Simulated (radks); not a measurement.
The numbers below are computed, except where a source is named.
The table gives one normalised radial function P(r) = r R(r) (large component) of Ce+ in [Xe] 4f1 5d2 (r in bohr). Code: a radial shooting solver on a logarithmic mesh with Libxc functionals. Model: Dirac Kohn-Sham, PBE, spin-unpolarised, spherical densities, point nucleus; open shells are shared between the two j in proportion to 2j + 1; speed of light set to 274.072 atomic units (2 times the physical value, a model run).

r,P
0.001015,0.0000
0.001615,0.0000
0.002589,0.0000
0.00415,0.0001
0.006654,0.0002
0.01067,0.0008
0.01697,0.0030
0.0272,0.0101
0.04361,0.0306
0.06991,0.0782
0.1121,0.1516
0.1797,0.1776
0.2858,0.0246
0.4581,-0.2428
0.7345,-0.1948
1.178,0.2713
1.888,0.6266
3.002,0.5474
4.814,0.2584
7.717,0.0543
12.37,0.0030

Which n and l does it have? It may be an empty orbital.

Answer. n = 5, l = 2: the number of nodes gives n - l - 1 = 2, the rise at small r points to l (this Dirac orbital starts as r^gamma with gamma = sqrt((l + 1)^2 - (Z/c)^2) = 2.99; the j = 5/2 orbital of l + 1 starts with the same power, but with a smaller coefficient, and then steepens), and the extent must fit the shell. The curve is that of 5d5/2; the two j differ most near the nucleus, where j = l - 1/2 has the larger amplitude, and in heavy atoms j = l - 1/2 is also the more compact. 5d5/2: eigenvalue -7.373 eV, 2 radial nodes at r = 0.298, 0.919 bohr, <r> = 2.80 bohr, 90 % of the charge inside 4.38 bohr.
